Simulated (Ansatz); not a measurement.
The first iterations of a band of CH₄SSi₂ (8 atoms, charge 0, multiplicity 1).

These are results of RKS PBE/def2-SVP in Ansatz, not measurements.

- movable images: 9
- climbing image: yes
- spring: 5.0 eV/Å²
- optimiser: quadratic models (default)
- start path: through a guess of the saddle point
- force threshold: 0.05 eV/Å
- iteration limit: 42
- end points: relaxed

Initial state:

```xyz
8
Properties=species:S:1:pos:R:3
S -2.125 -0.058 1.360
Si -0.826 0.121 -0.355
C 0.915 0.748 -0.236
Si 1.136 -0.912 -0.753
H -1.106 -0.306 2.230
H -1.797 0.475 -1.449
H 1.409 1.685 0.071
H 2.393 -1.753 -0.868
```

Final state:

```xyz
8
Properties=species:S:1:pos:R:3
S -1.377 -0.115 1.948
Si -0.608 0.046 -0.069
C 1.080 0.759 -0.334
Si 1.283 -0.908 -0.828
H -2.682 -0.113 1.551
H -1.802 0.301 -0.952
H 1.574 1.727 -0.153
H 2.532 -1.698 -1.163
```

| iteration | highest image above the first end (eV) | largest band force component (eV/Å) |
| --- | --- | --- |
| 1 | 36.673 | 181.059 |
| 2 | 20.477 | 97.601 |
| 3 | 8.772 | 43.358 |
| 4 | 3.770 | 20.953 |

Question: Does the band converge within its limit, and where does its top end?

Answer: It converged. It ended after 13 iterations with the highest image 0.195 eV above the first end. A vibrational analysis at the climbing image gives one clearly imaginary mode, 236i cm⁻¹: a first-order saddle point.

Time of the run: 9.5 min on 1 thread of Intel(R) Xeon(R) Processor @ 2.50GHz (Skylake/Cascade Lake), with other jobs on the host, peak memory 0.13 GiB.
